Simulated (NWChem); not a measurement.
Molecule: NaF; SMILES [Na][F]

All runs: NWChem. Pople sets run with spherical d functions. The geometry was optimised at PBE0/def2-SVP. Total energies compare along this basis series because the functional is fixed.

```json
[
 {"level": "Hartree-Fock/STO-3G", "basis functions": "14", "energy (Ha)": "-257.8218", "highest occupied level (eV)": "-2.88", "orbital gap (eV)": "15.08", "dipole (D)": "6.73"},
 {"level": "Hartree-Fock/3-21G", "basis functions": "22", "energy (Ha)": "-259.7654", "highest occupied level (eV)": "-9.86", "orbital gap (eV)": "9.69", "dipole (D)": "7.63"},
 {"level": "Hartree-Fock/6-31G*", "basis functions": "32", "energy (Ha)": "-261.3007", "highest occupied level (eV)": "-10.96", "orbital gap (eV)": "10.82", "dipole (D)": "7.85"},
 {"level": "Hartree-Fock/6-31+G*", "basis functions": "40", "energy (Ha)": "-261.3201", "highest occupied level (eV)": "-11.70", "orbital gap (eV)": "11.29", "dipole (D)": "8.40"},
 {"level": "Hartree-Fock/6-311G**", "basis functions": "44", "energy (Ha)": "-261.3415", "highest occupied level (eV)": "-11.23", "orbital gap (eV)": "10.98", "dipole (D)": "8.03"},
 {"level": "Hartree-Fock/6-311++G**", "basis functions": "52", "energy (Ha)": "-261.3522", "highest occupied level (eV)": "-11.71", "orbital gap (eV)": "11.29", "dipole (D)": "8.44"},
 {"level": "Hartree-Fock/def2-TZVPD", "basis functions": "75", "energy (Ha)": "-261.3711", "highest occupied level (eV)": "-11.76", "orbital gap (eV)": "11.45", "dipole (D)": "8.18"},
 {"level": "Hartree-Fock/def2-QZVP", "basis functions": "103", "energy (Ha)": "-261.3802", "highest occupied level (eV)": "-11.72", "orbital gap (eV)": "11.37", "dipole (D)": "8.19"}
]
```
